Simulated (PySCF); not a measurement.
**Dipole response of Sr (strontium, neutral)**

[Kr] 5s2, closed-shell 1S. All numbers are calculated (PySCF 2.14, no relativity, point nucleus, in dyall-av2z (22s16p11d, 125 functions)). Coupled (time-dependent) response in atomic units; α is the mean over directions. A double-zeta set is small for polarisabilities.

```json
{"method": "TPSSh", "mean α (bohr³)": "228.8", "C₆ (like pair)": "3976", "S(−4)": "24140"}
{"method": "BP86", "mean α (bohr³)": "196.2", "C₆ (like pair)": "3146", "S(−4)": "18170"}
```

S(−4) is the Cauchy moment in α(ω) = α(0) + S(−4) ω² + …

Reference α: 197.2 ± 0.2 bohr³ (recommended; Schwerdtfeger and Nagle, table of static dipole polarizabilities (2023 update)). Published C₆: 3175 (Chu and Dalgarno (2004); Tang, Norbeck and Certain (1976)).

α(iu) at BP86:

| u (hartree) | α(iu) (bohr³) |
| --- | --- |
| 0 | 196.2 |
| 0.0500 | 159.7 |
| 0.100 | 103.7 |
| 0.200 | 45.91 |
| 0.300 | 25.91 |
| 0.500 | 12.85 |
| 0.750 | 7.634 |
| 1.00 | 5.258 |
| 1.50 | 2.977 |
| 2.00 | 1.906 |
| 3.00 | 0.9639 |
| 5.00 | 0.3875 |

A single London oscillator, α(iu) = α/(1 + u²/ω²), gives C₆ = (3/4) ω α². Matching the computed C₆ needs ω = 4 × 3146 / (3 × 196.2²) = 0.109 hartree.

A non-relativistic calculation at this Z misses sizeable relativistic shifts.
